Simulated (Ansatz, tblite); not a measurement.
Removing and adding an electron: GeF2H2 (GeH2F2). Charge 0, multiplicity 1. Geometry: r2SCAN-D4/def2-TZVP. Ansatz, gas phase; energy differences of separate SCF runs; the oxidised species was run as a doublet alone; the reduced species was run as a doublet alone.

Cartesian coordinates in Å:
```
Ge -0.054 -0.018 0.100
F 0.630 1.456 -0.482
F 0.251 -1.164 -1.154
H -1.563 0.174 0.204
H 0.735 -0.448 1.332
```

The xTB rows come from tblite. Correlated methods freeze 11 core orbitals; core or outer-core shells of Ge are correlated, in sets that lack core-valence functions. In CCSD on the charge 1 doublet the largest single amplitude is 0.23, so its Hartree–Fock determinant may place the open shell otherwise than the density functionals do.

| level | −HOMO (eV) | vertical IE (eV) | −LUMO (eV) | vertical EA (eV) | HOMO–LUMO gap (eV) | IE − EA (eV) | remarks |
| --- | --- | --- | --- | --- | --- | --- | --- |
| GFN1-xTB | 13.37 | 16.80 | 6.97 | 2.21 | 6.41 | 14.59 | – |
| GFN2-xTB | 12.85 | 16.43 | 4.76 | 0.56 | 8.09 | 15.87 | – |
| HF/def2-TZVPP | – | 12.86 | – | – | – | – | – |
| PBE-D4/def2-TZVP | 8.45 | 12.04 | 0.90 | – | 7.55 | – | – |
| PBE-D4/def2-TZVPD | 8.52 | – | 1.16 | -1.13 | 7.36 | – | HOMO above zero (-1 doublet) |
| r2SCAN-D4/def2-TZVP | 8.88 | 12.32 | 0.51 | – | 8.36 | – | – |
| r2SCAN-D4/def2-TZVPD | 8.92 | – | 0.68 | -1.21 | 8.23 | – | HOMO above zero (-1 doublet) |
| PBE0-D4/def2-TZVP | 10.05 | 12.63 | 0.02 | – | 10.03 | – | – |
| PBE0-D4/def2-TZVPD | 10.09 | – | 0.34 | -1.22 | 9.75 | – | HOMO above zero (-1 doublet) |
| MP2/def2-TZVPP | – | 13.19 | – | – | – | – | – |
| CCSD/def2-TZVPP | – | 13.20 | – | – | – | – | – |
| CCSD(T)/def2-TZVPP | – | 13.05 | – | – | – | – | – |

   A HOMO above zero means that the electron is unbound at that level or that self-interaction error raises the level; the energy of removing that electron tells which. Raw xTB energy differences between charge states are shifted by several eV; the methods need an empirical correction for them. A negative affinity means that the extra electron isn't bound; its size then hangs on the basis.
